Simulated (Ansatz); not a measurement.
```yaml
crystal:
  periodic: [false, false, false]
  atoms:
    - {symbol: D, position_ang: [1.281634, -2.176283, -1.414249]}
    - {symbol: C, position_ang: [0.743666, -1.262631, -0.820520]}
    - {symbol: Zr, position_ang: [-0.236415, 0.401529, 0.260948]}
    - {symbol: O, position_ang: [-0.960160, 1.602109, -1.045740]}
    - {symbol: O, position_ang: [-1.621666, -0.346746, 1.353562]}
    - {symbol: O, position_ang: [1.095859, 1.267873, 1.331984]}
    - {symbol: H, position_ang: [1.753925, -2.978397, -1.935493]}
    - {symbol: H, position_ang: [-1.171480, 2.379408, -1.553798]}
    - {symbol: H, position_ang: [-2.461172, -0.534994, 1.761933]}
    - {symbol: H, position_ang: [1.575818, 1.648122, 2.061383]}
basis:
  gaussian: {orbitals: def2-mTZVP, fitting: {mean_field: def2-universal-jkfit}}
total_charge: 1
magnetization: {spin_polarized: true, initial_magnetization: 1}
hamiltonian: {xc: {name: PBE}}
accuracy: high
output: {forces: true}
```

```sh
$ ansatz run in.yaml --threads 4 --pin off --events-out ev --progress --plain --max-ram 11315MiB
```

Output, abridged:

```
Error: YAML parse error: error: line 4 column 16: `D` is not an element symbol (H … Og, case-exact)
 --> <input>:4:16
2 |   periodic: [false, false, false]
3 |   atoms:
4 |     - {symbol: D, position_ang: [1.281634, -2.176283, -1.414249]}
5 |     - {symbol: C, position_ang: [0.743666, -1.262631, -0.820520]}
6 |     - {symbol: Zr, position_ang: [-0.236415, 0.401529, 0.260948]}
```

(1) Something in this input is off. What?

Results:

(1) An element symbol is wrong. The program refused the input.
